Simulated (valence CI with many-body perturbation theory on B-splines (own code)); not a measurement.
Values are calculated unless marked as measured or tabulated.
**Ni²³⁺: what the settings do**

Level of theory: relativistic CI+MBPT: three valence electrons over a frozen Dirac-Fock core [He], a basis of 6 s, 6 p, 5 d, 3 f, 1 g functions for each j, with the one-electron correlation potential Σ1, the two-electron term Σ2, the three-electron term Σ3, Breit, model QED; selected CI, second order for the rest, scaled by the run's own slope (own B-spline code, finite nucleus).

No measured levels were compared; by estimate levels of excited configurations hold to 0.05 to 0.15 % of their energy, terms of the ground configuration to about 0.5 %.

The reference run has the lowest level 2s²2p ²P°_1/2 and an ionisation energy of 2130.86 eV. Its largest variational space holds 4301 state functions.

Names give the largest LS component (configuration and term), which can be under half, so a name can repeat, a term be missing and a line seem to break the LS rules; names also repeat where a configuration has a term twice.

| Level | Reference (cm⁻¹) | Shift (cm⁻¹) |
| --- | --- | --- |
| 2s²2p ²P°_3/2 | 163939 | -38 |
| 2s2p² ⁴P_1/2 | 457117 | -3240 |
| 2s2p² ⁴P_3/2 | 539292 | -3667 |
| 2s2p² ⁴P_5/2 | 608571 | -3193 |
| 2s2p² ²D_3/2 | 843820 | +3351 |
| 2s2p² ²D_5/2 | 884341 | +2515 |
| 2s2p² ²P_1/2 | 956377 | +5201 |
| 2s2p² ²S_1/2 | 1130390 | +4886 |
| 2s2p² ²P_3/2 | 1143820 | +5815 |
| 2p³ ⁴S°_3/2 | 1423690 | -720 |
| 2p³ ²D°_3/2 | 1581930 | +4417 |
| 2p³ ²D°_5/2 | 1626290 | +4706 |

The ionisation energy moves by -0.53 eV.

(1) Which of these changes was made?
A. Breit term on → off
B. scale of Σ1 1 → 0.9; box radius (bohr) 2.432 → 2.75
C. correlating orbitals by l 3 3 3 2 1 → 0 0 0 0 0
D. size limit of the variational space 10000 → 3000; second order for the rest on → off

## Answers

(1) C. correlating orbitals by l 3 3 3 2 1 → 0 0 0 0 0.
